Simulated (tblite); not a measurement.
Compound: C4H9FOSi.
Geometry (GFN2-xTB, Å), atoms numbered from 1 in this order:
```xyz
16
C4H9FOSi angstrom
C      0.5403   -0.5497    1.5855
C      0.0621   -0.4186    0.3592
O      0.7923   -0.1199   -0.7358
Si     2.3706    0.2170   -0.9628
C     -1.4021   -0.5635    0.0048
C     -2.0280    0.7883   -0.3166
F     -2.0906   -1.1457    1.0487
H      1.5884   -0.4320    1.7922
H     -0.1123   -0.7905    2.4030
H      2.7648    1.3897   -0.1804
H      3.2082   -0.9226   -0.5883
H      2.3306    0.4659   -2.3950
H     -1.5024   -1.2493   -0.8477
H     -1.9562    1.4410    0.5506
H     -1.4976    1.2385   -1.1505
H     -3.0755    0.6604   -0.5783
```

All values are computed: GFN2-xTB (tblite) harmonic vibrations without scaling, gas phase. This tight-binding method is rough: wavenumbers can miss measured ones by several per cent, in bad cases by 10 to 20. Modes of hydrogen on silicon can be 10 to 20 % off. One conformer, not necessarily the lowest.

Harmonic wavenumbers (cm⁻¹): 38.3, 63.9, 132.8, 142.3, 198.7, 221.1, 280.6, 333.0, 432.4, 494.0, 593.5, 614.5, 640.4, 713.5, 754.9, 776.1, 803.2, 822.4, 845.0, 855.7, 933.4, 1025.0, 1051.4, 1096.2, 1123.4, 1223.4, 1273.6, 1305.5, 1387.1, 1389.2, 1470.5, 1483.0, 1717.0, 2242.9, 2268.5, 2344.3, 2899.9, 3042.6, 3044.7, 3058.2, 3127.8, 3170.6.

A = 4465, B = 1166, C = 1006 MHz; mass 120.041 u (most abundant isotopes); point group C1, symmetry number 1.

**Question.** Zero-point energy?

**Answer.** Half the sum of the wavenumbers: 25717 cm⁻¹ = 307.65 kJ/mol.

**Question.** Give the ideal-gas entropy at 350 K and 1 bar in the rigid-rotor, harmonic-oscillator model (classical rotation).

**Answer.** Translation 171.90, rotation 121.28, vibration 133.36: S = 426.5 J/(mol K).

**Question.** And Cp and H(350 K) − H(0)?

**Answer.** Cp = 167.59 J/(mol K), of which vibrations give 134.33 (their classical limit is 42 R = 349.2); H(350 K) − H(0) = 35.63 kJ/mol without the zero-point energy, 23.99 from vibrations.

**Question.** What must be added to the electronic energy to get the Gibbs energy at 350 K and 1 bar?

**Answer.** ZPE + [H(350 K) − H(0)] − T·S = 307.65 + 35.63 − 149.29 = 193.99 kJ/mol.

**Question.** Blend soft modes into free rotors: weight 1/[1 + (100 cm⁻¹/ν̃)⁴] for the oscillator and the rest for a rotor with moment μB/(μ + B), μ = h/(8π²ν), B = 10⁻⁴⁴ kg m². What vibrational entropy results?

**Answer.** 121.32 J/(mol K) in place of 133.36, which changes −T·S at 350 K by +4.21 kJ/mol.

Hindered rotation and anharmonicity are outside this model. Other conformers, if any are populated, would add a mixing term that is left out. The structure is chiral; the term R ln 2 for an equal mix with its mirror image is left out.

Hardware: Arm Neoverse V1, one thread, shared host. Cost: 0.49 s. This covers the Hessian and the dipole derivatives.
